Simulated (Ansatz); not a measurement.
Program: Ansatz. Geometries: PBE0-D4/def2-TZVP. ΔE: electronic, gas phase. CBS: MP2 limit from def2 TZ/QZ plus the TZ coupled-cluster correction, frozen cores. Functionals use def2-TZVPP. HSE06 is defined as in plane-wave codes. For Ga, Se outer-core shells are correlated without core-valence functions, which leaves a few kJ/mol of doubt a bond. Scalar relativity is left out up to krypton. One conformer a species, not always the lowest.

`C=C[CH2][GaH][Cl]` + `[SiH3][SeH]` → `[SiH3][Se][GaH][Cl]` + `C=CC`  (ligand exchange at a Ga–C bond)

Question: Is it downhill or uphill in electronic energy at CCSD(T)/CBS, and by how much? (Best estimate.)

Answer: The calculation gave: Downhill: ΔE = -28.1 kcal/mol.

Question: What do these levels give: ωB97M-V, PBE0, HSE06, RPA@PBE/def2-TZVPP, MP2/def2-SVP, HF/CBS(def2)? (Best estimate.)

Answer: Computed: ωB97M-V -27.8, PBE0 -28.6, HSE06 -28.6, RPA@PBE/def2-TZVPP -26.4, MP2/def2-SVP -28.9, HF/CBS(def2) -31.3 kcal/mol.

Question: What do rigid-rotor, harmonic-oscillator terms from PBE0-D4/def2-TZVP frequencies (298.15 K, 1 bar) make of the CCSD(T)/CBS value? (Estimate.)

Answer: Ansatz gave: ΔZPE = +2.3 kcal/mol, ΔH = -25.7 kcal/mol, ΔS = -1 J/(mol·K), ΔG = -25.7 kcal/mol. Modes under 50 cm⁻¹ make the entropy rough.

Largest T1 diagnostic among the species: 0.012.

From BLYP to BHLYP (50 % exact exchange), in def2-TZVPP and without D4, ΔE moves by −2.0 kcal/mol. Leaving LDA and LC-ωPBE aside and taking each functional with its dispersion term where it has one, the values, not all of them listed here, spread over 3.3 kcal/mol, from BHLYP-D4 to revPBE-D4. LDA lies +1.2 kcal/mol from PBE without D4. In def2-TZVPP, CCSD(T) changes the Hartree–Fock value by +3.7 kcal/mol (the triples alone add +0.3 kcal/mol) and MP2 by +3.5 kcal/mol.
